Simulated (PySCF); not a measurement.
**Why did this PySCF run fail?**

```python
from pyscf import gto, scf, mp

mol = gto.M(
    atom='B 0 0 0; Te 0 0 2.455',
    basis='def2-svpd',
    charge=0,
    spin=1,
    verbose=4,
)
mf = scf.UHF(mol)
mf.kernel()
mp.MP2(mf, frozen=5).kernel()
mf.dip_moment()
print('orbital energies (hartree):', [e[max(0, n-3):n+3].round(4) for e, n in zip(mf.mo_energy, mol.nelec)])
```

```bash
$ python input.py
```

The log, shortened:

```
[earlier lines left out]
cycle= 5 E= -1899.77359314655  delta_E= -0.000152  |g|= 0.00302  |ddm|= 0.242
cycle= 6 E= -1899.77362411457  delta_E= -3.1e-05  |g|= 0.00243  |ddm|= 0.103
cycle= 7 E= -1899.77365271752  delta_E= -2.86e-05  |g|= 0.00235  |ddm|= 0.148
cycle= 8 E= -1899.77366842325  delta_E= -1.57e-05  |g|= 0.00238  |ddm|= 0.0898
cycle= 9 E= -1899.77347966126  delta_E= 0.000189  |g|= 0.00175  |ddm|= 1.38
cycle= 10 E= -1899.77329981436  delta_E= 0.00018  |g|= 0.00139  |ddm|=  2.2
[30 cycles left out]
cycle= 41 E= -1899.7732983223  delta_E= -6.43e-05  |g|= 0.0011  |ddm|= 0.869
cycle= 42 E= -1899.77350468982  delta_E= -0.000206  |g|= 0.00197  |ddm|= 2.46
cycle= 43 E= -1899.77332755142  delta_E= 0.000177  |g|= 0.00118  |ddm|= 2.03
cycle= 44 E= -1899.77341169178  delta_E= -8.41e-05  |g|= 0.00154  |ddm|=  1.1
cycle= 45 E= -1899.77341641761  delta_E= -4.73e-06  |g|= 0.00155  |ddm|= 0.0527
cycle= 46 E= -1899.77337821851  delta_E= 3.82e-05  |g|= 0.00135  |ddm|= 0.463
cycle= 47 E= -1899.77336676056  delta_E= 1.15e-05  |g|= 0.0013  |ddm|= 0.15
cycle= 48 E= -1899.77337698801  delta_E= -1.02e-05  |g|= 0.00134  |ddm|= 0.134
cycle= 49 E= -1899.77331614014  delta_E= 6.08e-05  |g|= 0.00124  |ddm|= 0.838
cycle= 50 E= -1899.77330764693  delta_E= 8.49e-06  |g|= 0.00125  |ddm|= 0.12
SCF not converged.
SCF energy = -1899.77330764693 after 50 cycles  <S^2> = 0.83058142  2S+1 = 2.0790204

******** <class 'pyscf.mp.ump2.UMP2'> ********
nocc = (np.int64(24), np.int64(23)), nmo = (50, 50)
frozen orbitals 5
Init E(MP2) = -0.0873441018499816
cycle = 1  E_corr(MP2) = -0.0873718087910269  dE = -2.7706941e-05  norm(t2) = 0.000303535
cycle = 2  E_corr(MP2) = -0.0873718955599705  dE = -8.67689436e-08  norm(t2) = 7.1325e-07
E(UMP2) = -1899.86067954249  E_corr = -0.0873718955599705
E(SCS-UMP2) = -1899.862456722  E_corr = -0.0891490750654411
E_corr(same-spin) = -0.0181121533921425
E_corr(oppo-spin) = -0.069259742167828
Dipole moment(X, Y, Z, Debye): -0.00000, -0.00000,  0.28772
orbital energies (hartree): [array([-0.4351, -0.3656, -0.36  , -0.028 , -0.0129,  0.0567]), array([-0.431 , -0.4225, -0.3578, -0.0152, -0.0117,  0.0289])]
```

**Question.** Which setting is at fault, why, and what does a mended input give?

**Answer.** The core potential (off): this valence basis has no functions for the core electrons, which the core potential should remove. With this edit
```diff
+     ecp={'Te': 'def2-svpd'},
```
the run finishes: E(SCF) = -291.525401 Eh, E(MP2) − E(SCF) = -0.16900 Eh, ⟨S²⟩ = 0.797, μz(SCF) = -2.34 D.

The bond length is a typed value, not an optimised one. No search for the lowest solution was made.
